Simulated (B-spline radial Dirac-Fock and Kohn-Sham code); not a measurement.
**Al³⁺ 2s: cross section and angular parameters**

System: Al³⁺ in the configuration [He] 2s2 2p6; threshold 154.9 eV (orbital energy of the model). Model: Dirac-Hartree-Slater photoionisation with a Latter tail; cross sections with all multipoles, angular parameters from the dipole term and its interference with E2. Program: an atomic code on a B-spline grid.

For linearly polarised light dσ/dΩ = σ/(4π) [1 + β P₂(cos θ) + (δ + γ cos²θ) sin θ cos φ], with θ from the polarisation vector and φ the angle between the beam and the projection of the electron momentum on the plane normal to the polarisation.

```tsv
hν (eV)	σ (kb)	β	γ
200	379	2.000	0.106
277	256	2.000	-0.019
283	249	2.000	-0.023
426	131	2.000	-0.024
680	55.1	2.000	0.089
713	50.1	2.000	0.105
1000	24.9	2.000	0.242
1253.6	15.1	2.000	0.351
1790	6.65	2.000	0.552
2000	?	?	?
2160	4.22	2.000	0.674
2670	2.48	2.000	0.827
3060	1.75	2.000	0.931
3380	1.35	2.000	1.010
3420	1.31	2.000	1.020
4800	0.532	2.000	1.318
7370	0.162	2.000	1.757
9251.7	0.0846	2.000	2.028
13500	0.0279	1.999	2.543
15000	0.0204	1.999	2.700
```

Q: Give the values at 2000 eV.

A: σ = 5.09 kb, β = 2.000, γ = 0.623. For an s subshell δ is negligible.

Values without a named source are computed, but for edge energies of neutral atoms, which are taken from tables.
